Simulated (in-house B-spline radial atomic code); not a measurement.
Computed with a B-spline radial atomic code. Model: two electrons, singlet ground state, non-relativistic, full CI in B-splines with partial waves to l = 8 (at full coupling up to 3e-4 hartree above the limit, correlation up to 0.6 % small), density held at that of full coupling by Lieb maximisation.

W(λ) is the mean repulsion in the state of coupling λ less the Hartree energy of the fixed density. Its start is exact exchange, its initial slope is twice the second-order Görling-Levy correlation energy, and its area from 0 to 1 is E_xc. A straight curve means weak, dynamic correlation, and a curve that drops fast and flattens means strong correlation.

Command:
```bash
python run_ac.py task.json out
```
Settings (lengths in bohr, energies in hartree):
```
potential              dot
strength               0.739
lmax                   8
second                 0.7
```

Time taken, with all properties: 8.9 s on 1 thread of Intel(R) Xeon(R) Processor @ 2.30GHz, on a shared host.

**W = mean repulsion less Hartree energy, and W of three functionals.**

Given: confinement charge in harmonic well; well frequency 0.739 hartree; nuclear charge 0.7; external potential omega^2 r^2/2 - Z/r.

Computed: LDA exchange minus exact 111.84 millihartree; PBE exchange minus exact 30.514 millihartree.

```
coupling  W xc (hartree)  W xc minus exchange (millihartree)  kinetic minus Kohn-Sham (millihartree)  LDA (PW92) W minus its exchange (millihartree)  PBE W minus its exchange (millihartree)  SCAN W minus its exchange (millihartree)
       0        -0.75982                                   0                                       0                                               0                                        0                                         0
    0.02        -0.76169                               -1.87                                    0.02                                          -11.27                                    -2.59                                     -1.87
    0.05        -0.76445                              -4.632                                    0.12                                          -22.81                                    -6.42                                      -4.6
    0.12               ?                                   ?                                       ?                                               ?                                        ?                                         ?
    0.25        -0.78164                             -21.824                                    2.66                                          -70.65                                   -29.72                                    -21.25
     0.4        -0.79327                             -33.452                                    6.43                                          -95.07                                   -44.87                                    -32.38
     0.6        -0.80731                             -47.495                                   13.42                                         -120.97                                   -62.66                                    -45.82
     0.8         -0.8199                             -60.085                                   22.21                                         -142.15                                   -78.28                                    -57.94
       1        -0.83124                             -71.426                                    32.4                                         -160.14                                   -92.17                                    -68.93
     1.4        -0.85083                             -91.011                                   55.78                                          -189.6                                  -115.94                                    -88.19
       2        -0.87428                             -114.47                                   95.35                                         -223.31                                   -144.4                                   -111.82
       3        -0.90287                             -143.06                                  165.94                                          -263.5                                  -179.67                                   -141.57
     4.5               ?                                   ?                                       ?                                               ?                                        ?                                         ?
       7        -0.96049                             -200.67                                  435.14                                          -346.8                                  -255.85                                   -203.93
      10         -0.9813                             -221.49                                  609.58                                         -379.23                                  -286.24                                   -226.09
```

Q: What belongs in the row 0.12?

A: W xc (hartree): -0.7707; W xc minus exchange (millihartree): -10.885; kinetic minus Kohn-Sham (millihartree): 0.65; LDA (PW92) W minus its exchange (millihartree): -43.03; PBE W minus its exchange (millihartree): -15.02; SCAN W minus its exchange (millihartree): -10.71.

Q: What belongs in the row 4.5?

A: W xc (hartree): -0.93148; W xc minus exchange (millihartree): -171.66; kinetic minus Kohn-Sham (millihartree): 271.64; LDA (PW92) W minus its exchange (millihartree): -304.05; PBE W minus its exchange (millihartree): -216.34; SCAN W minus its exchange (millihartree): -172.32.

Q: What is the SCAN exchange minus exact?

A: 4.2384 millihartree.

**Energy parts, natural occupations and partial-wave weights.**

Computed: total energy 1.4379 hartree; exchange energy -0.75982 hartree; correlation energy -0.039026 hartree; kinetic part of the DFT correlation energy 0.0324 hartree; kinetic part over minus potential part 0.45362; Kohn-Sham kinetic 1.3513 hartree; Lieb Oxford ratio E_xc over LDA exchange 1.2328.

| natural | occupation of the shell (electrons) |
| --- | --- |
| s | 1.9756 |
| p | ? |
| s | 0.0027789 |
| d | 0.00069008 |
| p | 0.00022923 |
| f | 8.3361e-05 |

Q: What belongs in the row p?

A: occupation of the shell (electrons): 0.020456.

```
wave      weight
   s     0.98922
   p     0.01035
   d  0.00036582
   f           ?
   g   1.048e-05
```

Q: What belongs in the row f?

A: weight: 4.6805e-05.

Q: What is the Hartree energy?

A: 1.5196 hartree.

Q: What is the initial slope twice GL2?

A: -0.094067 hartree.

Half-way to full coupling W has made 57 % of its drop, against 50 % for a straight line, and second-order (GL2) theory, half the initial slope, overshoots the correlation energy by about 21 %: a moderate bend, as in light atoms. Over couplings 0 to 1 the errors in E_xc come to about +50 millihartree for LDA, +18 millihartree for PBE, +5.5 millihartree for SCAN, so SCAN is nearest. In LDA and PBE the errors of exchange and correlation have opposite signs, so the sum is smaller than the larger of the two.
